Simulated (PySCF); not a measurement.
Unrelated species, one level of theory. Computed, not measured: TDDFT B3LYP/def2-SVPD, vertical, gas phase, core orbitals frozen in the response (PySCF). Geometries: GFN2-xTB; one conformer of each isolated species. Triplets are in the Tamm–Dancoff approximation. 'Strongest' means the level of largest summed f among the lowest 8 singlets; it needn't be the same kind of state in each. Ions are computed without counter-ions or solvent.

Question: Rank by computed lowest singlet excitation energy, highest first.
A. `C#CCNC(=O)C#C`
B. `O=Cc1ccccn1`
C. `COC(=O)P=C=O`
D. `C(C(N)=O)C#CC#C`
E. `CC(C)[P@H+](C)P`

Answer: E (6.76 eV), A (4.86 eV), D (4.66 eV), B (3.46 eV), C (3.01 eV).

```json
{"SMILES": "CC(C)[P@H+](C)P", "S1 (eV)": "6.76", "HOMO (eV)": "-12.60", "T1 (eV)": "5.43", "LUMO (eV)": "-5.07", "f (strongest)": "0.11", "S1 mainly": "H→L (86%)"}
{"SMILES": "C#CCNC(=O)C#C", "S1 (eV)": "4.86", "HOMO (eV)": "-7.61", "T1 (eV)": "4.45", "LUMO (eV)": "-1.35", "f (strongest)": "0.08", "S1 mainly": "H-1→L (52%)"}
{"SMILES": "C#CC#CCC(N)=O", "S1 (eV)": "4.66", "HOMO (eV)": "-7.12", "T1 (eV)": "3.85", "LUMO (eV)": "-1.19", "f (strongest)": "0.12", "S1 mainly": "H-1→L (45%)"}
{"SMILES": "O=Cc1ccccn1", "S1 (eV)": "3.46", "HOMO (eV)": "-7.36", "T1 (eV)": "2.98", "LUMO (eV)": "-2.46", "f (strongest)": "0.24", "S1 mainly": "H→L (95%)"}
{"SMILES": "COC(=O)P=C=O", "S1 (eV)": "3.01", "HOMO (eV)": "-7.02", "T1 (eV)": "2.67", "LUMO (eV)": "-2.52", "f (strongest)": "0.24", "S1 mainly": "H→L (100%)"}
```

H and L stand for HOMO and LUMO.

- `CC(C)[P@H+](C)P`: Löwdin shares by element: HOMO phosphorus 72%, hydrogen 14% or more; LUMO phosphorus 70%, carbon 8% or more, hydrogen 6% or more (atoms not listed hold the other 17%).
- `C#CCNC(=O)C#C`: Löwdin shares by element: HOMO oxygen 32%, carbon 27% or more, nitrogen 19% (atoms not listed hold the other 22%); LUMO carbon 62% or more, oxygen 18% (atoms not listed hold the other 20%).
- `C#CC#CCC(N)=O`: Löwdin shares by element: HOMO carbon 39% or more, oxygen 32% (atoms not listed hold the other 29%); LUMO carbon 82% or more (atoms not listed hold the other 18%).
- `O=Cc1ccccn1`: Löwdin shares by element: HOMO oxygen 46%, carbon 23% or more, nitrogen 14% (atoms not listed hold the other 17%); LUMO carbon 46% or more, oxygen 20% (atoms not listed hold the other 34%).
- `COC(=O)P=C=O`: Löwdin shares by element: HOMO phosphorus 46%, carbon 32% or more, oxygen 15% or more; LUMO carbon 46% or more, oxygen 29% or more, phosphorus 20%.
